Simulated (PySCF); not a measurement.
In(H)2(OSiMe3), SMILES C[Si](C)(C)[O][InH2] (C3H11InOSi), GFN2-xTB optimised geometry.

```
17

In     1.34    -0.23    -1.36
H      0.59     0.49    -2.70
H      3.00    -0.29    -1.02
O      0.27    -1.18     0.00
Si    -1.35    -1.18     0.00
C     -1.94    -1.98    -1.63
C     -1.96    -2.12     1.53
C     -1.93     0.65     0.00
H     -3.03    -2.03    -1.71
H     -1.56    -3.00    -1.72
H     -1.56    -1.41    -2.48
H     -1.60    -3.15     1.53
H     -3.04    -2.14     1.57
H     -1.60    -1.66     2.45
H     -1.60     1.13    -0.92
H     -1.48     1.18     0.83
H     -3.00     0.76     0.07
```

Density from PBE0/def2-SVP, def2 effective core potentials past Kr (PySCF 2.14.0) at that geometry. The core electrons that the potentials of In replace are not part of the density.

Minimum of the electron density along straight lines between bonded atoms, close to the bond critical point (lines longer than 1.1 times the sum of covalent radii, or with two minima, are not listed):

```tsv
bond	length / Å	ρ at the minimum / e bohr⁻³	∇²ρ there / e bohr⁻⁵	position (fraction from the first atom)
In1–H2	1.695	0.107	0.18	0.64
In1–H3	1.703	0.106	0.17	0.64
In1–O4	1.967	0.106	0.67	0.52
O4–Si5	1.624	0.131	1.09	0.59
Si5–C6	1.913	0.109	0.32	0.38
Si5–C7	1.900	0.112	0.32	0.38
Si5–C8	1.915	0.109	0.32	0.38
C6–H9	1.085	0.271	-0.97	0.62
C6–H10	1.087	0.270	-0.95	0.62
C6–H11	1.092	0.267	-0.92	0.62
C7–H12	1.084	0.272	-0.97	0.62
C7–H13	1.084	0.272	-0.96	0.62
C7–H14	1.084	0.272	-0.97	0.62
C8–H15	1.093	0.266	-0.92	0.62
C8–H16	1.088	0.270	-0.95	0.62
C8–H17	1.085	0.272	-0.97	0.62
```
